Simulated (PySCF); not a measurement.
Species: C2H7NSSi2.
Cartesian coordinates in Å at the PBE0-D3(BJ)/def2-SVP level; atoms count from 1:
```xyz
13
C2H7NSSi2 angstrom
C     -2.8859    0.0969   -0.2782
S     -1.4455   -0.7186   -1.0396
Si     0.1696    0.2618   -0.0389
Si     2.0830   -0.6952   -0.9977
C      3.5559    0.0822   -0.1714
N      4.4470    0.5939    0.3670
H     -2.8807    1.1787   -0.4715
H     -2.9261   -0.0919    0.8038
H     -3.7762   -0.3424   -0.7480
H      0.1602    0.0204    1.4373
H      0.1726    1.7388   -0.2752
H      2.1606   -2.1628   -0.7551
H      2.1873   -0.3973   -2.4537
```

Theory: PBE0-D3(BJ)/def2-SVP geometry optimisation, gas phase in PySCF 2.14.0.

Masses are those of the commonest isotopes; rigid-rotor values at the optimised geometry. The values belong to one conformer with, in the numbering `[CH3:1][S:2][SiH2:3][SiH2:4][C:5]#[N:6]`, C1–S2–Si3–Si4 -179°, S2–Si3–Si4–C5 -179°.

Problem. What are A, B and C (MHz)?

Solution. Ia = 79.70, Ib = 721.75, Ic = 786.17 u·Å²; 505379 MHz·u·Å²/I gives A = 6341, B = 700.2, C = 642.8 MHz.

Problem. What kind of rotor is it?

Solution. A near-prolate asymmetric top; Ray's κ = -0.980.

Problem. What does the inertial defect say?

Solution. Not planar: Δ = Ic − Ia − Ib = -15.28 u·Å². For a rigid frame Δ = −2 Σ m c², so Σ m c² = 7.64 u·Å² lies off the ab plane: 7.63 from hydrogen and 0.01 from heavier atoms. The atom farthest from that plane is 1.25 Å away.

Problem. Give the other two planar moments, Paa and Pbb, and the rms extents of the mass along the axes.

Solution. Paa = Σ m a² = (Ib + Ic − Ia)/2 = 714.11 and Pbb = Σ m b² = (Ia + Ic − Ib)/2 = 72.06 u·Å². With the mass M = 132.98 u, the rms extents √(P/M) along a, b and c are 2.32, 0.74, 0.24 Å.

Problem. Where do the levels up to J = 4 lie, in cm⁻¹?

Solution. Above 0(0,0):
J = 1: 1(0,1) 0.0448, 1(1,1) 0.2330, 1(1,0) 0.2349
J = 2: 2(0,2) 0.1344, 2(1,2) 0.3206, 2(1,1) 0.3264, 2(2,1) 0.8909, 2(2,0) 0.8909
J = 3: 3(0,3) 0.2687, 3(1,3) 0.4522, 3(1,2) 0.4636, 3(2,2) 1.0253, 3(2,1) 1.0253, 3(3,1) 1.9708, 3(3,0) 1.9708
J = 4: 4(0,4) 0.4478, 4(1,4) 0.6275, 4(1,3) 0.6466, 4(2,3) 1.2044, 4(2,2) 1.2047, 4(3,2) 2.1501, 4(3,1) 2.1501, 4(4,1) 3.4738, 4(4,0) 3.4738
Those of J = 1 are B + C, A + C and A + B.

Problem. Predict some low-J microwave lines.

Solution. The dipole components are |μa| = 4.06 D, |μb| = 0.22 D, |μc| = 0.04 D. Intensities carry the squares of the components, which stand as 1.00 : 0.00 : 0.00 (a : b : c). Some of the stronger lines:

| type | branch | J(Ka,Kc) | MHz | lower level (cm⁻¹) |
| --- | --- | --- | --- | --- |
| a | Q | 3(1,2) ← 3(1,3) | 344 | 0.452 |
| a | R | 1(0,1) ← 0(0,0) | 1343 | 0.000 |
| a | R | 2(1,2) ← 1(1,1) | 2629 | 0.233 |
| a | R | 2(0,2) ← 1(0,1) | 2686 | 0.045 |
| a | R | 2(1,1) ← 1(1,0) | 2743 | 0.235 |
| a | R | 3(1,3) ← 2(1,2) | 3943 | 0.321 |
| a | R | 3(0,3) ← 2(0,2) | 4027 | 0.134 |
| a | R | 3(2,2) ← 2(2,1) | 4029 | 0.891 |
| a | R | 3(2,1) ← 2(2,0) | 4031 | 0.891 |
| a | R | 3(1,2) ← 2(1,1) | 4115 | 0.326 |
| b | R | 1(1,1) ← 0(0,0) | 6984 | 0.000 |
| b | R | 3(2,1) ← 2(1,2) | 21126 | 0.321 |
| b | Q | 3(3,0) ← 3(2,1) | 28346 | 1.025 |
| b | R | 3(3,1) ← 2(2,0) | 32376 | 0.891 |

Whether it is a minimum is left open (no frequencies). No vibrational averaging or centrifugal distortion is included, and the geometry carries the error of its method. A rigid rotor knows nothing of internal rotation, which can split or shift real lines. Quadrupole hyperfine structure (14N) is left out.
